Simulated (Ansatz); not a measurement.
Reaction (homolysis of the Si–Si bond): `CO[SiH2][SiH2]N` → `N[SiH2]`• + `CO[SiH2]`•

Gas-phase electronic energies from Ansatz, PBE0-D4/def2-TZVP geometries. CCSD(T)/CBS is the MP2 limit (def2-TZVPP, def2-QZVPP) plus CCSD(T) − MP2 in def2-TZVPP, frozen cores. Functionals use def2-TZVPP. Open shells (•) are unrestricted, without spin–orbit coupling. One conformer a species, not always the lowest.

| level | ΔE (kJ/mol) |
| --- | --- |
| ωB97M-V | 322.7 |
| CCSD(T)/def2-TZVPP | 314.0 |

**Question.** What does CCSD(T)/CBS give? (Best estimate.)

**Answer.** The calculation gave: +323.7 kJ/mol. The listed levels differ from it by -1.0, -9.7 kJ/mol.

Largest T1 diagnostic among the species: 0.015.

In def2-TZVPP, CCSD(T) changes the Hartree–Fock value by +83.5 kJ/mol (the triples alone add +5.3 kJ/mol) and MP2 by +84.7 kJ/mol; breaking electron pairs costs correlation energy, which Hartree–Fock lacks. From PBE to PBE0 (25 % exact exchange), in def2-TZVPP and without D4, ΔE moves by +8.4 kJ/mol.
